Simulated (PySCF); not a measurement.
H13N3Si4, SMILES [SiH3]N[SiH](N[SiH3])N[SiH3].

Geometry optimised at PBE0-D3(BJ)/def2-SVP. One conformer was computed; it need not be the lowest.

Two levels are set side by side: TDA-PBE/def2-SVPD (PySCF) and TDA-LC-ωPBE/def2-SVPD (PySCF). Vertical, same geometry. The lowest singlet is HOMO→LUMO 99 % with PBE and HOMO→LUMO 53 %, HOMO−2→LUMO+1 8 % with the other functional; states are paired by order. Differences are taken from unrounded values.

| quantity | TDA-LC-ωPBE | TDA-PBE | TDA-PBE minus TDA-LC-ωPBE |
|---|---|---|---|
| lowest singlet excitation (eV) | 7.08 | 5.30 | -1.79 |
| lowest triplet excitation (TDA) (eV) | 6.68 | 5.16 | -1.52 |

Functionals without exact exchange tend to place singlet excitations lower, as here. Differences between two approximate levels are no errors against the true value.

Rough cost on one machine, each run with all the roots and properties that it gave: TDA-LC-ωPBE against TDA-PBE about 5 times.
